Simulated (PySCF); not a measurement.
Telling isomers of C6H8FNO2 apart by NMR

All values are calculated (PySCF 2.14.0 with density-fitted response routines): structure optimised with GFN2-xTB, GIAO PBE0/pcSseg-1 shieldings. Non-relativistic, one averaged value for each set of equivalent atoms, no solvent, single conformer.

Referencing at the same level of theory: $^{1}$H (σref 31.72) and $^{13}$C (σref 186.93) vs TMS. Splittings of carbon signals by F and P are missing where no couplings were computed. Where no couplings were computed, multiplicities follow the n + 1 count of equivalent neighbours, and m marks all less simple cases (inequivalent or close neighbours, rings, F or P nearby). Acid and N–H amide carbonyl carbons lie up to 10 ppm further downfield in solution (hydrogen bonding). Shifts are as computed. Against solution values, carbons near 30 ppm lie about +3 ppm off and those near 130 ppm about +5 ppm. Of 1211 compounds with measured shifts, 218 miss one by over three times the rms of a fit or turn the order of signals round; such compounds aren't used in these exercises. Groups on amide-type nitrogens are kept apart (slow C–N rotation). OH and NH positions are gas-phase values without hydrogen bonding to other molecules.

(1) Tabulate the signals of `C[C@@]1(F)CO[C@H](C#N)CO1`, `NC(=O)C1=C[C@@H](F)COC1` and their relative energies.

(2) What is the quickest way to tell C[C@@]1(F)CO[C@H](C#N)CO1 from NC(=O)C1=C[C@@H](F)COC1?

## Answers

(1) 
```tsv
SMILES	carbon types	δC	δH	E rel. (kcal/mol)
C[C@@]1(F)CO[C@H](C#N)CO1	2×C 1×CH 2×CH2 1×CH3	119.7, 112.1, 74.4, 67.2, 64.2, 25.0	4.73 (m, 1H), 4.29 (m, 1H), 4.10 (m, 1H), 3.83 (m, 1H), 3.57 (m, 1H), 1.38 (m, 3H)	14.8
NC(=O)C1=C[C@@H](F)COC1	2×C 2×CH 2×CH2	169.9, 151.8, 129.0, 84.2, 72.6, 68.8	6.52 (m, 1H), 5.33 (br, 1H), 4.80 (m, 1H), 4.58 (m, 1H), 4.55 (br, 1H), 4.47 (m, 1H), 4.46 (m, 1H), 3.62 (m, 1H)	0.0
```

Energies are electronic energies at PBE0/pcSseg-1 on these geometries, without zero-point or thermal terms, each for the one conformer computed, which needn't be the lowest.

(2) Both give the same number of carbon signals, but DEPT or the intensities differ. The first has a methyl carbon (CH3) at 25.0 ppm, the second a β carbon of a C=C–C=O unit (CH) at 129.0 ppm. Their most deshielded carbons lie at 119.7 and 169.9 ppm. In the proton spectra the most deshielded non-exchanging signals are 4.73 (m, 1H) and 6.52 (m, 1H).
